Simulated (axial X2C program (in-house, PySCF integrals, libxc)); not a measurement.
# Curves of MnCN from open-shell CI on d5 s1 p(π)0

Computed with an in-house all-electron X2C program for linear molecules (integrals from PySCF): two-component X2C with atomic mean-field Coulomb and Gaunt terms, basis Mn dyall-v3z, C dyall-v3z, N dyall-av3z (cores contracted in-house). Orbitals come from Hartree–Fock averaged over the configuration Mn d5 s1 p(π)0; CI then distributes these electrons over the d, s, p(π) shells of Mn.

Scan along the Mn–C bond with CN moving as one mass, its bond held at 1.160 Å; masses Mn 54.938 u, C 12.000 u, N 14.003 u. Energies in cm⁻¹ from the lowest point; levels are followed by energy order within each Ω. Lowest level at 2.134 Å: 100% d5 s1.

```
R (Å)  (1)Ω=0  (1)Ω=1  (1)Ω=2  (1)Ω=3  (2)Ω=2  (2)Ω=1  (2)Ω=0
1.985    1738    1738    1738    1738    9415    9415    9415
2.059     536     536     536     536    8533    8533    8533
2.134       0       0       0       0    8277    8277    8277
2.219      12      12      12      12    8565    8565    8565
2.305     509     509     509     510    9307    9307    9307
2.401    1465    1465    1465    1465   10502   10502   10502
2.518    2996    2996    2996    2996   12286   12287   12287
```

(1) Fit the curves (1)Ω=0, (1)Ω=1, (1)Ω=2, (1)Ω=3, (2)Ω=2, (2)Ω=1, (2)Ω=0 near their minima.

Dynamic correlation is missing, so gaps between terms are too wide and other configurations may lie lower; the lowest level listed is that of this model, not necessarily the ground state. For d shells the ligand-field splittings (σ, π, δ) and their order can be off by a thousand cm⁻¹ or more. At most 4 roots were kept for each Ω > 0 (twice that for Ω = 0) within 3.2 eV of the lowest, so higher up levels can be missing between those listed; levels with Ω > 0 are doubly degenerate and listed once, Ω = 0 levels singly. States that fill the shells left empty in the average are placed too high. The molecule was held linear; bending was not examined.

Results:

(1) From the open-shell CI curves, Te from the lowest:

| level | Te (cm⁻¹) | Re (Å) | ωe (cm⁻¹) |
| --- | --- | --- | --- |
| (1)Ω=0 | 0 | 2.174 | 387.5 |
| (1)Ω=1 | 0 | 2.174 | 387.5 |
| (1)Ω=2 | 0 | 2.174 | 387.5 |
| (1)Ω=3 | 0 | 2.174 | 387.5 |
| (2)Ω=2 | 8342 | 2.133 | 405.1 |
| (2)Ω=1 | 8342 | 2.133 | 405.1 |
| (2)Ω=0 | 8342 | 2.132 | 405.1 |

Without dynamic correlation distances can be off by several hundredths of an Å (long for ionic bonds, short for multiple bonds) and the wavenumbers are rough.
